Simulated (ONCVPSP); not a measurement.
Zn, ONCV: configuration errors across variants

ONCVPSP 4.0.1 input, shortened (lines: element, Z, core and valence counts, functional; n l f; lmax; l rc ep ncon nbas qcut; lloc lpopt rc5 dvloc0; l nproj debl; icmod fcfact rcfact), PBE, scalar-relativistic:

```
  Zn 30.00    4    3        4      upf
    1    0    2.00
    2    0    2.00
    2    1    6.00
    3    0    2.00
    3    1    6.00
    3    2   10.00
    4    0    2.00
    3
    0    1.60    0.00    5    8    3.70
    1    0.90    0.00    5    8   17.10
    2    0.75    0.00    4    6   11.70
    3    1.45    0.16    4    9    7.80
    4    5    0.50    1.00
    0    2    3.60
    1    3    3.10
    2    1    2.50
    3    2    3.40
    0    0.00    0.00
```

All-electron excitation energies from the reference (eV): (1) 3p6 3d10 4s1 9.889; (2) 3p6 3d10 4s0 28.331; (3) 3p6 3d9 4s0 68.865; (4) 3p6 3d9 4s2 4p1 12.244.

1 further variants failed, have other tests or too few solved ones, and are left out.

A true bound ghost makes a file unfit for plane-wave use even where its test errors are small: the radial tests pick states by their node count and pass the ghost by.

Errors AE − PS in meV (a dash: test not solved or not reliable):

```
    change   (1)  (2)  (3)  (4)  bound ghosts  GHOST(+) flags above zero
      base  -5.6  -29  +61  -37             s                       s, f
p: rc 0.64  -5.6  -29  +61  -37          s, p                    s, p, f
p: rc 0.86  -5.6  -29  +61  -37             s                       s, f
p: rc 0.98  -5.6  -29  +61  -37             s                       s, f
p: rc 1.06  -5.6  -29  +61  -37             s                       s, f
 p: rc 1.2  -5.6  -29  +61  -37             s                    s, p, f
```

Question: Give the same row for: p: rc 0.74.

Answer: -5.6, -29, +61, -37; bound ghosts: s, p; GHOST(+) flags above zero: s, f.
